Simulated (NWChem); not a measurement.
# HSeSF; SMILES F[Se]S

```xyz
4

Se    -0.4079     0.4575    -0.0056
F      1.1117     1.3744    -0.0232
S      0.2856    -1.5789    -0.0584
H      0.4540    -1.7881     1.2725
```
Atoms are numbered in this order, from 1.

Level: PBE0/def2-SVP (NWChem), optimised geometry, unscaled harmonic frequencies. This build's default masses of Se (78.918 u) and Br (79.917 u) are each other's, which moves their modes by up to 0.6 %.

Question: List the harmonic frequencies with IR intensities, and the thermochemistry.

Answer: 
```tsv
frequency (cm⁻¹)	IR intensity (km/mol)
206	4.6
426	23.4
429	10.1
652	72.2
852	2.7
2650	2.0
```

The zero-point energy is 7.5 kcal/mol and the thermal correction to the enthalpy at 298.15 K (with zero-point energy) comes out as 10.6 kcal/mol. The heat capacity Cv is 12.1 cal/(mol K), the entropy at 298.15 K and 1 atm (symmetry number 1) is 70.1 cal/(mol K) and the dipole moment is 2.17 D.

Rigid rotor and harmonic oscillator.
